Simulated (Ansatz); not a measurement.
Basis-set extrapolation for `C[SiH2][SiH](F)F` (PBE0-D4/def2-TZVP geometry, frozen core, the Gaussian-basis code of Ansatz). Multiplicity 1, RHF reference.

```json
{"": "HF", "def2-TZVPP": "-818.379027", "def2-QZVPP": "-818.409175"}
{"": "MP2 correlation", "def2-TZVPP": "-0.919402", "def2-QZVPP": "-0.998710"}
{"": "CCSD(T) correlation", "def2-TZVPP": "-0.994199", "def2-QZVPP": "not run"}
```

Energies in hartree. Use E(X) = E(∞) + A·exp(−7.88·√X) for Hartree–Fock and E(X) = E(∞) + B·X^(−2.97) for correlation, with X = 3 and 4, and add CCSD(T) minus MP2 of the smaller set to the MP2 limit.

**Question.** What is the CCSD(T) energy at the basis-set limit?

**Answer.** HF limit: -818.409175 + (-0.030148) × 0.13774 = -818.41333. MP2 limit: -0.998710 + (-0.079308) × 0.74074 = -1.05746. Higher-order term: -0.994199 − (-0.919402) = -0.07480. Total: -819.54559 hartree, 108.2 kcal/mol below CCSD(T)/def2-TZVPP.
